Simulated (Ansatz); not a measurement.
Correlation energies of CH₃ClF₂SSi, SMILES `CS[Si](F)(F)Cl` by basis set

Cartesian coordinates in Å:
```
C -0.793 -0.400 1.283
S -0.369 -1.235 -0.281
Si 0.703 0.311 -1.176
F -0.167 1.622 -1.336
F 1.940 0.761 -0.299
Cl 1.353 -0.284 -2.990
H -1.405 0.481 1.101
H -1.368 -1.122 1.860
H 0.105 -0.134 1.838
```

The species carries charge 0 and has multiplicity 1. The structure was optimised at the PBE0-D4/def2-TZVP level. It is one conformer, not always the lowest. Frozen core, restricted reference, Ansatz 0.2.0. CBS rows extrapolate triple and quadruple zeta; past MP2 they add the triple-zeta difference.

```tsv
basis	HF (Eh)	MP2 corr.	CCSD corr.	(T)	CCSD(T) total
def2-SVP	-1384.11031	-0.86156	-0.90634	-0.01976	-1385.03641
def2-TZVPP	?	?	?	-0.04447	?
def2-QZVPP	-1384.87583	-1.25250	–	–	–
CBS(def2)	-1384.88202	?	-1.37429	as TZ	?
```

**Question.** Fill in the withheld values. (Estimate.)

**Answer.** The calculation gave: def2-TZVPP HF (Eh): -1384.83086; def2-TZVPP MP2 corr.: -1.14648; def2-TZVPP CCSD corr.: -1.18974; def2-TZVPP CCSD(T) total: -1386.06507; CBS(def2) MP2 corr.: -1.33103; CBS(def2) CCSD(T) total: -1386.30078.
